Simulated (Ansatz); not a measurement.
Basis sets compared for ZrO4H4 (the lowest singlet isomer of a short search). Charge 0, multiplicity 1. Geometry PBE-D4/def2-SVP. Ansatz on 4 threads of Arm Neoverse V1 on a shared host; times are rough, and most runs start from earlier orbitals.

```xyz
9

Zr    0.079    0.067   -0.210
O    -1.161   -1.132    1.306
O    -0.723    0.240    1.666
O     0.319    1.882   -0.796
O     1.686   -0.991   -0.325
H     0.464    2.799   -1.065
H     2.615   -1.254   -0.274
H    -2.129   -1.021    1.173
H    -1.149   -0.590   -1.476
```

In the def2 sets Zr takes a core potential; there is no spin–orbit coupling. The structure holds one bond between oxygen atoms, so isomers without such links may lie far lower. The structure comes from a short search, and lower isomers may exist.

Binding counts from free atoms (Zr triplet, O triplet, H doublet) in the same basis, without a counterpoise term.

```tsv
level	functions	energy (Eh)	HOMO (eV)	LUMO (eV)	binding per atom (eV)	wall time
PBE-D4/def2-SVP	107	-349.9157	-6.07	-1.89	–	1.1 s
PBE-D4/def2-TZVP	188	-350.2948	-6.23	-2.11	–	1.6 s
r2SCAN-D4/def2-TZVP (with forces)	188	-350.4650	-6.58	-1.76	–	4.2 s
PBE0-D4/def2-SVP	107	-349.8707	-7.54	-0.65	3.93	1.2 s
PBE0-D4/def2-TZVP	188	-350.2481	-7.65	-0.82	3.89	2.3 s
```

Q: Estimate the rows for PBE-D4/def2-TZVPD, r2SCAN-D4/def2-TZVPD, PBE0-D4/def2-TZVPD.

A: 
```tsv
level	functions	energy (Eh)	HOMO (eV)	LUMO (eV)	binding per atom (eV)	wall time
PBE-D4/def2-TZVPD	236	-350.2991	-6.29	-2.21	–	2.8 s
r2SCAN-D4/def2-TZVPD	236	-350.4682	-6.61	-1.82	–	5.5 s
PBE0-D4/def2-TZVPD	236	-350.2518	-7.68	-0.92	3.90	3.3 s
```
